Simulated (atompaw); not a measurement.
## gold: one change to a PAW (atompaw) potential, before and after

- Element: gold (Au)
- Generator: atompaw 4.2.0.5
- Type: PAW
- Functional: PBE
- Relativity: scalar-relativistic
- Frozen core: [Kr] 4d10 4f14
- Valence charge: 19
- Reference configuration: 5s2 5p6 5d10 6s0.5 6p0.5
- Partial waves: 5s (bound): rc 1.50 bohr; 6s (bound): rc 2.15 bohr; 5p (bound): rc 1.85 bohr; 6p (bound): rc 1.85 bohr; 5d (bound): rc 2.15 bohr; 5d channel at 1.65 Ry: rc 2.15 bohr; 5f channel at -0.05 Ry: rc 2.15 bohr; 5f channel at 2.35 Ry: rc 1.70 bohr
- Local potential: troulliermartins scheme with l = 4 at 0.5 Ry, radius 1.45 bohr
- Core correction: smooth core density matched at 1.60 bohr
- Augmentation charge: gaussian compensation charge, radius 1.95 bohr; PAW radius 2.15 bohr; waves and projectors: custom polynom2 7 10 vanderbiltortho

Change: all radii scaled by about 0.82 (s 1.22, p 1.52, d 1.76, f 1.76 bohr); local potential troulliermartins scheme with l = 4 at 0.5 Ry, radius 1.18 bohr; augmentation gaussian compensation charge, radius 1.60 bohr; PAW radius 1.76 bohr; waves and projectors: custom polynom2 7 10 vanderbiltortho; core correction smooth core density matched at 1.30 bohr.

Cutoffs: the cutoffs (Ry, on a coarse ladder) from which the occupation-weighted sum of valence levels, in a spherical-Bessel basis at the reference potential, stays within 10 and 1 mRy of its value at 400 Ry; they do not see the model core or the augmentation charge, which bear on the density cutoff.

Task: What does the change do?

Result: The potential gets harder (25 Ry and 80 Ry → 70 Ry and 230 Ry); the bound ghosts move from f to f, s. A smaller radius makes the pseudo-wave follow the all-electron one further in, where it bends more sharply, so more plane waves are needed.

```csv
quantity,base,changed
"cutoff, loose",25 Ry,70 Ry
"cutoff, tight",80 Ry,230 Ry
loose cutoff by channel (10 mRy a level),"s 18 Ry, p 18 Ry, d 18 Ry","s 21 Ry, p 25 Ry, d 21 Ry"
bound ghosts,f,"f, s"
lowest overlap eigenvalue by channel,"s 0.38, p 0.82, d 0.89, f 1.00","s 0.60, p 0.85, d 0.90, f 1.00"
```

 A true bound ghost makes a file unfit for plane-wave use even where its test errors are small: the radial tests pick states by their node count and pass the ghost by. The cutoffs see the waves, projectors and local potential, not the compensation charge or the core.
